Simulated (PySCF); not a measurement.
**Spinor energies of Ta(68+) (tantalum, charge +68)**

Start: [He] 2s2 2p1; 2p3/2 filled at m_j = +3/2. Calculated with PySCF 2.14 in an uncontracted even-tempered set (16 s from 54 bohr⁻², ratio 2.4; 13 p from 70 bohr⁻², ratio 2.4; 5 d from 220 bohr⁻², ratio 2.6; 4 f from 340 bohr⁻², ratio 2.6): generalised Hartree-Fock with the X2C-1e Hamiltonian and a Gaussian nucleus; one run each with spin-orbit coupling (SO) screened by Boettger's factors, then bare. This is a chosen level, not necessarily the ground level.

| spinor shell | electrons | ε, screened SO (eV) | ε, bare SO (eV) | weight of nominal j (bare SO) | rms radius, bare SO (bohr) |
| --- | --- | --- | --- | --- | --- |
| 1s1/2 | 2 | -75673.9 | -75674.3 | 1.000 | 0.0210 |
| 2s1/2 | 2 | -18474.9 | -18475.0 | 1.000 | 0.0819 |
| 2p3/2 | 1 | -16880.6 | -16870.2 | 1.000 | 0.0754 |

```tsv
quantity	screened SO	bare SO
E (hartree)	-7729.51445	-7729.12939
M_J	3/2	3/2
⟨J²⟩	3.750	3.750
⟨L²⟩	2.000	2.000
⟨S²⟩	0.750	0.750
```

Each row is a mean over spinors that exchange with the open shell spreads, by up to 64.512 eV (2s1/2).

Breit and QED terms are absent; they matter most for the inner s and p1/2 levels.

Densities and radii are taken from the X2C orbitals without a picture-change correction, which distorts them close to the nucleus.
